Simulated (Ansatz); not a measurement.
Relaxation of Ta(NH)F3 (TaNF₃H) with RKS r2SCAN-D4/def2-SVP.

```sh
$ ansatz run in.yaml --threads 2 --pin off --events-out ev --progress --plain --max-ram 4352MiB
```

```yaml
crystal:
  periodic: [false, false, false]
  atoms:
    - {symbol: Ta, position_ang: [-0.006110, -0.003020, -0.440510]}
    - {symbol: N, position_ang: [0.016620, 0.011210, 1.346320]}
    - {symbol: H, position_ang: [0.035330, 0.014770, 2.355600]}
    - {symbol: F, position_ang: [1.736230, -0.003160, -1.111730]}
    - {symbol: F, position_ang: [-0.895740, 1.507910, -1.085260]}
    - {symbol: F, position_ang: [-0.886330, -1.527720, -1.064420]}
basis:
  gaussian: {orbitals: def2-SVP}
hamiltonian: {xc: r2scan, dispersion: d4}
scf: {omitted_lower_state_checks: [starts]}
output: {orbitals: {seedname: orbitals}}
relax: {f_tol: 0.02, max_steps: 100}
```

Hardware: 2 threads of Arm Neoverse V1 on a shared host. Wall time 22 s.

Positions (Å) and forces (eV/Å) at steps 1, 2, 4, 5 of 5:

```xyz
6
step=1 energy=-11204.2299 eV
Ta   -0.006   -0.003   -0.441   -0.025    0.023    0.950
N     0.017    0.011    1.346   -0.003   -0.017   -1.110
H     0.035    0.015    2.356   -0.001    0.004    0.209
F     1.736   -0.003   -1.112    0.568    0.001   -0.028
F    -0.896    1.508   -1.085   -0.268    0.463   -0.014
F    -0.886   -1.528   -1.064   -0.271   -0.475   -0.007
6
step=2 energy=-11204.2773 eV
Ta   -0.007   -0.003   -0.464    0.004    0.000    0.092
N     0.017    0.010    1.303    0.002   -0.007   -0.251
H     0.035    0.014    2.316   -0.004    0.004    0.047
F     1.775   -0.003   -1.076    0.039    0.001    0.037
F    -0.914    1.541   -1.051   -0.021    0.036    0.037
F    -0.905   -1.560   -1.028   -0.020   -0.034    0.038
6
step=4 energy=-11204.2797 eV
Ta   -0.007   -0.003   -0.473    0.001   -0.001   -0.051
N     0.018    0.009    1.288    0.000    0.000    0.027
H     0.033    0.016    2.302    0.000    0.000    0.022
F     1.783   -0.002   -1.064    0.005    0.000    0.001
F    -0.918    1.548   -1.037   -0.003    0.005    0.001
F    -0.909   -1.567   -1.015   -0.003   -0.005    0.001
6
step=5 energy=-11204.2797 eV
Ta   -0.007   -0.003   -0.474    0.000    0.000   -0.002
N     0.018    0.009    1.288    0.000    0.000    0.005
H     0.033    0.016    2.302    0.000    0.000   -0.004
F     1.784   -0.002   -1.064   -0.001    0.000    0.000
F    -0.919    1.548   -1.037    0.000   -0.001    0.000
F    -0.910   -1.568   -1.016    0.000    0.001    0.000
```

In the def2 sets Ta takes a core potential; there is no spin–orbit coupling.
